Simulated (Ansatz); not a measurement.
Cartesian coordinates in Å:
```
O 0.338 2.334 2.394
C 0.567 1.510 1.603
C 1.031 0.624 0.785
C 0.860 -0.289 -0.157
Si -0.815 -0.747 -0.875
H 1.743 -0.806 -0.542
H -1.054 -2.201 -0.668
H -1.862 0.057 -0.202
H -0.807 -0.482 -2.338
```

Total charge 0; spin multiplicity 1.

(1) List the ωB97M-V/def2-TZVPP orbital energies in eV (Ansatz 0.2.0). (Best estimate.)

Answers

(1) Computed: Occupied: -1807.31, -527.76, -284.89, -282.84, -282.10, -148.41, -102.52, -102.51, -102.51, -33.88, -25.48, -22.23, -18.30, -17.16, -16.25, -15.43, -15.21, -13.45, -12.73, -12.39, -10.90, -8.78. Lowest empty: -0.81, 1.75, 2.64, 2.87, 3.15, 3.19, 3.84, 4.47.
